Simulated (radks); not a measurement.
Pm XII, 50 electrons, occupied as [Kr] 4d10 4f2 5s2.

All-electron calculation, scalar-relativistic Kohn-Sham, LDA (Slater exchange, VWN5 correlation), spin-polarised, spherical densities, finite nucleus; open shells are filled with parallel spins first (spin-orbit coupling, left out, can overturn this in heavy ions); Fermi nuclear charge, rms radius 4.962 fm. Program: a radial shooting solver on a logarithmic mesh with Libxc functionals.

Energy parts (eV):
part                      energy
total                 -271569.05
kinetic                289621.17
electron-nucleus      -650725.39
Hartree                 95378.36
exchange-correlation    -5843.20

Orbitals (lengths in bohr, moments of r in powers of bohr; <r^-3> diverges for s and p1/2):
orbital  occ.  eigenvalue (eV)  <r^-3>
1s down     1        -45169.46       -
1s up       1        -45169.46       -
2s up       1        -7508.736       -
2s down     1        -7508.707       -
2p up       3        -6730.187    9568
2p down     3        -6730.169    9568
3s up       1        -1790.671       -
3s down     1        -1789.738       -
3p up       3        -1546.073    1963
3p down     3        -1545.150    1965
3d up       5        -1209.650   267.4
3d down     5        -1208.925   267.7
4s up       1        -507.0801       -
4s down     1        -504.9892       -
4p up       3        -425.6474   447.8
4p down     3        -423.5847   447.4
4d up       5        -310.1269   52.13
4d down     5        -308.1083   52.04
5s up       1        -200.8638       -
5s down     1        -199.6593       -
4f up       2        -183.2564   8.301
4f down     0        -181.2899   8.268

The highest occupied level is 4f up at -183.26 eV. Spin moment in Bohr magnetons: 2. The spin density at the nucleus is -0.877 e/bohr^3 (1s 0.028, 2s -0.402, 3s -4.637, 4s 0.826, 5s 3.307).
